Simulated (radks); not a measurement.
Q: La, configuration [Xe] 5d1 6s2. All-electron calculation, scalar-relativistic Kohn-Sham, BLYP, spin-unpolarised, spherical densities, finite nucleus; Fermi nuclear charge, rms radius 4.855 fm. Program: a radial shooting solver on a logarithmic mesh with Libxc functionals. Some entries of the table are withheld. Estimate them.

| orbital | occ. | eigenvalue (eV) | <r^2> (bohr^2) | <1/r> (bohr^-1) |
|---|---|---|---|---|
| 1s | 2 | -38753.35 | 0.0008537 | 62.01 |
| 2s | 2 | -6169.122 | 0.01362 | (1) |
| 2p | 6 | -5529.815 | 0.01084 | (2) |
| 3s | 2 | -1319.051 | 0.09296 | 5.170 |
| 3p | 6 | -1114.892 | (3) | 4.900 |
| 3d | 10 | -821.3480 | 0.07972 | 4.647 |
| 4s | 2 | -266.0116 | 0.4828 | 2.151 |
| 4p | 6 | -199.6150 | 0.5462 | 1.984 |
| 4d | 10 | -103.5442 | 0.6837 | (4) |
| 5s | 2 | -38.6962 | 2.719 | 0.8513 |
| 5p | 6 | -22.1413 | 3.696 | 0.7253 |
| 6s | 2 | (5) | 22.18 | (6) |
| 5d | 1 | -2.8964 | 10.97 | 0.4390 |

A: 
(1) 2s <1/r> (bohr^-1): 14.28
(2) 2p <1/r> (bohr^-1): 13.55
(3) 3p <r^2> (bohr^2): 0.09298
(4) 4d <1/r> (bohr^-1): 1.724
(5) 6s eigenvalue (eV): -3.5204
(6) 6s <1/r> (bohr^-1): 0.2854
